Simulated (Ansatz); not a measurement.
Harmonic vibrations of `[AsH2]C[TeH]` by finite differences.

```yaml
crystal:
  periodic: [false, false, false]
  atoms:
    - {symbol: As, position_ang: [0.223820, 1.017258, -1.307963]}
    - {symbol: C, position_ang: [0.069442, 0.109837, 0.440937]}
    - {symbol: Te, position_ang: [0.398839, -1.990542, 0.157995]}
    - {symbol: H, position_ang: [-0.838573, 0.164593, -1.996115]}
    - {symbol: H, position_ang: [-0.797948, 2.110306, -1.002261]}
    - {symbol: H, position_ang: [0.864129, 0.482176, 1.084497]}
    - {symbol: H, position_ang: [-0.898459, 0.264303, 0.908590]}
    - {symbol: H, position_ang: [1.070849, -2.215229, 1.658519]}
basis:
  gaussian: {orbitals: def2-TZVP}
hamiltonian: {xc: pbe0, dispersion: d4}
phonons: {temperatures: {t_min: 298.15, t_max: 900, t_step: 200}}
```

```sh
$ ansatz run in.yaml --threads 4 --pin off --events-out ev --progress --plain --max-ram 10444MiB
```

Output, abridged:

```
Functional definition: PBE0
mean field -69244.54412830 eV, -2544.6900610774 hartree, gradient 5.8e-5 eV, S^2 0.000000; 0 other end points of the search recorded, 0 dependent functions left out
mean field -69244.54405646 eV, -2544.6900584371 hartree, gradient 1.6e-6 eV, S^2 0.000000; 0 other end points of the search recorded, 0 dependent functions left out
mean field -69244.54406259 eV, -2544.6900586624 hartree, gradient 1.6e-6 eV, S^2 0.000000; 0 other end points of the search recorded, 0 dependent functions left out
mean field -69244.54409787 eV, -2544.6900599589 hartree, gradient 1.6e-6 eV, S^2 0.000000; 0 other end points of the search recorded, 0 dependent functions left out
mean field -69244.54402913 eV, -2544.6900574328 hartree, gradient 1.6e-6 eV, S^2 0.000000; 0 other end points of the search recorded, 0 dependent functions left out
mean field -69244.54404425 eV, -2544.6900579885 hartree, gradient 1.6e-6 eV, S^2 0.000000; 0 other end points of the search recorded, 0 dependent functions left out
mean field -69244.54409374 eV, -2544.6900598070 hartree, gradient 1.6e-6 eV, S^2 0.000000; 0 other end points of the search recorded, 0 dependent functions left out
mean field -69244.54396329 eV, -2544.6900550134 hartree, gradient 1.6e-6 eV, S^2 0.000000; 0 other end points of the search recorded, 0 dependent functions left out
mean field -69244.54396785 eV, -2544.6900551809 hartree, gradient 1.6e-6 eV, S^2 0.000000; 0 other end points of the search recorded, 0 dependent functions left out
mean field -69244.54405438 eV, -2544.6900583608 hartree, gradient 1.6e-6 eV, S^2 0.000000; 0 other end points of the search recorded, 0 dependent functions left out
mean field -69244.54404904 eV, -2544.6900581645 hartree, gradient 1.6e-6 eV, S^2 0.000000; 0 other end points of the search recorded, 0 dependent functions left out
mean field -69244.54402784 eV, -2544.6900573853 hartree, gradient 1.6e-6 eV, S^2 0.000000; 0 other end points of the search recorded, 0 dependent functions left out
mean field -69244.54400142 eV, -2544.6900564144 hartree, gradient 1.6e-6 eV, S^2 0.000000; 0 other end points of the search recorded, 0 dependent functions left out
mean field -69244.54412855 eV, -2544.6900610865 hartree, gradient 1.6e-6 eV, S^2 0.000000; 0 other end points of the search recorded, 0 dependent functions left out
mean field -69244.54410096 eV, -2544.6900600725 hartree, gradient 1.6e-6 eV, S^2 0.000000; 0 other end points of the search recorded, 0 dependent functions left out
mean field -69244.54403170 eV, -2544.6900575271 hartree, gradient 1.6e-6 eV, S^2 0.000000; 0 other end points of the search recorded, 0 dependent functions left out
mean field -69244.54413201 eV, -2544.6900612134 hartree, gradient 1.6e-6 eV, S^2 0.000000; 0 other end points of the search recorded, 0 dependent functions left out
mean field -69244.54410641 eV, -2544.6900602727 hartree, gradient 1.6e-6 eV, S^2 0.000000; 0 other end points of the search recorded, 0 dependent functions left out
mean field -69244.54404507 eV, -2544.6900580187 hartree, gradient 1.6e-6 eV, S^2 0.000000; 0 other end points of the search recorded, 0 dependent functions left out
mean field -69244.54409522 eV, -2544.6900598616 hartree, gradient 1.6e-6 eV, S^2 0.000000; 0 other end points of the search recorded, 0 dependent functions left out
mean field -69244.54410410 eV, -2544.6900601881 hartree, gradient 1.6e-6 eV, S^2 0.000000; 0 other end points of the search recorded, 0 dependent functions left out
mean field -69244.54411078 eV, -2544.6900604335 hartree, gradient 1.6e-6 eV, S^2 0.000000; 0 other end points of the search recorded, 0 dependent functions left out
mean field -69244.54410184 eV, -2544.6900601049 hartree, gradient 1.6e-6 eV, S^2 0.000000; 0 other end points of the search recorded, 0 dependent functions left out
mean field -69244.54409968 eV, -2544.6900600256 hartree, gradient 1.6e-6 eV, S^2 0.000000; 0 other end points of the search recorded, 0 dependent functions left out
mean field -69244.54412381 eV, -2544.6900609123 hartree, gradient 1.6e-6 eV, S^2 0.000000; 0 other end points of the search recorded, 0 dependent functions left out
mean field -69244.54409767 eV, -2544.6900599516 hartree, gradient 1.6e-6 eV, S^2 0.000000; 0 other end points of the search recorded, 0 dependent functions left out
mean field -69244.54410545 eV, -2544.6900602376 hartree, gradient 1.6e-6 eV, S^2 0.000000; 0 other end points of the search recorded, 0 dependent functions left out
mean field -69244.54411232 eV, -2544.6900604900 hartree, gradient 1.6e-6 eV, S^2 0.000000; 0 other end points of the search recorded, 0 dependent functions left out
mean field -69244.54408160 eV, -2544.6900593609 hartree, gradient 1.6e-6 eV, S^2 0.000000; 0 other end points of the search recorded, 0 dependent functions left out
mean field -69244.54411418 eV, -2544.6900605582 hartree, gradient 1.6e-6 eV, S^2 0.000000; 0 other end points of the search recorded, 0 dependent functions left out
mean field -69244.54412540 eV, -2544.6900609707 hartree, gradient 1.6e-6 eV, S^2 0.000000; 0 other end points of the search recorded, 0 dependent functions left out
mean field -69244.54406341 eV, -2544.6900586927 hartree, gradient 1.6e-6 eV, S^2 0.000000; 0 other end points of the search recorded, 0 dependent functions left out
mean field -69244.54406463 eV, -2544.6900587373 hartree, gradient 1.6e-6 eV, S^2 0.000000; 0 other end points of the search recorded, 0 dependent functions left out
mean field -69244.54410551 eV, -2544.6900602396 hartree, gradient 1.6e-6 eV, S^2 0.000000; 0 other end points of the search recorded, 0 dependent functions left out
mean field -69244.54410682 eV, -2544.6900602878 hartree, gradient 1.6e-6 eV, S^2 0.000000; 0 other end points of the search recorded, 0 dependent functions left out
mean field -69244.54408478 eV, -2544.6900594781 hartree, gradient 1.6e-6 eV, S^2 0.000000; 0 other end points of the search recorded, 0 dependent functions left out
mean field -69244.54408219 eV, -2544.6900593826 hartree, gradient 1.6e-6 eV, S^2 0.000000; 0 other end points of the search recorded, 0 dependent functions left out
mean field -69244.54403993 eV, -2544.6900578296 hartree, gradient 1.6e-6 eV, S^2 0.000000; 0 other end points of the search recorded, 0 dependent functions left out
mean field -69244.54403805 eV, -2544.6900577605 hartree, gradient 1.6e-6 eV, S^2 0.000000; 0 other end points of the search recorded, 0 dependent functions left out
mean field -69244.54411633 eV, -2544.6900606373 hartree, gradient 1.6e-6 eV, S^2 0.000000; 0 other end points of the search recorded, 0 dependent functions left out
mean field -69244.54411248 eV, -2544.6900604961 hartree, gradient 1.6e-6 eV, S^2 0.000000; 0 other end points of the search recorded, 0 dependent functions left out
mean field -69244.54410066 eV, -2544.6900600616 hartree, gradient 1.6e-6 eV, S^2 0.000000; 0 other end points of the search recorded, 0 dependent functions left out
mean field -69244.54409785 eV, -2544.6900599582 hartree, gradient 1.6e-6 eV, S^2 0.000000; 0 other end points of the search recorded, 0 dependent functions left out
mean field -69244.54411902 eV, -2544.6900607362 hartree, gradient 1.6e-6 eV, S^2 0.000000; 0 other end points of the search recorded, 0 dependent functions left out
mean field -69244.54411989 eV, -2544.6900607681 hartree, gradient 1.6e-6 eV, S^2 0.000000; 0 other end points of the search recorded, 0 dependent functions left out
mean field -69244.54411473 eV, -2544.6900605784 hartree, gradient 1.6e-6 eV, S^2 0.000000; 0 other end points of the search recorded, 0 dependent functions left out
mean field -69244.54413065 eV, -2544.6900611638 hartree, gradient 1.6e-6 eV, S^2 0.000000; 0 other end points of the search recorded, 0 dependent functions left out
mean field -69244.54408079 eV, -2544.6900593312 hartree, gradient 1.6e-6 eV, S^2 0.000000; 0 other end points of the search recorded, 0 dependent functions left out
mean field -69244.54408910 eV, -2544.6900596366 hartree, gradient 1.6e-6 eV, S^2 0.000000; 0 other end points of the search recorded, 0 dependent functions left out
Total energy: -69244.71403160 eV, -2544.6963049084 hartree
Atom 0 at     0.223820     1.017258    -1.307963 Å, force    -0.000009     0.000547    -0.000596 eV/Å
Atom 1 at     0.069442     0.109837     0.440937 Å, force    -0.000046    -0.001485     0.000486 eV/Å
Atom 2 at     0.398839    -1.990542     0.157995 Å, force     0.002202    -0.001091     0.004901 eV/Å
Atom 3 at    -0.838573     0.164593    -1.996115 Å, force    -0.000447    -0.000151    -0.001103 eV/Å
Atom 4 at    -0.797948     2.110306    -1.002261 Å, force    -0.000444     0.001969    -0.000448 eV/Å
Atom 5 at     0.864129     0.482176     1.084497 Å, force    -0.000168    -0.000521     0.000465 eV/Å
Atom 6 at    -0.898459     0.264303     0.908590 Å, force     0.000254     0.000471     0.000035 eV/Å
Atom 7 at     1.070849    -2.215229     1.658519 Å, force    -0.001341     0.000262    -0.003741 eV/Å
Dipole moment:    -0.082065     0.140888     0.188171 e Å
Vibrations: 95.30 107.97 135.98 490.38 579.34 640.02 689.68 789.48 837.89 992.80 1034.11 1086.09 1417.90 2142.77 2184.03 2194.23 3115.97 3193.62 cm⁻¹, zero-point energy 1.346936 eV
```

Hardware: 4 threads of an Arm Neoverse V2 on a shared host. Wall time 73 s, peak host memory 0.42 GiB.
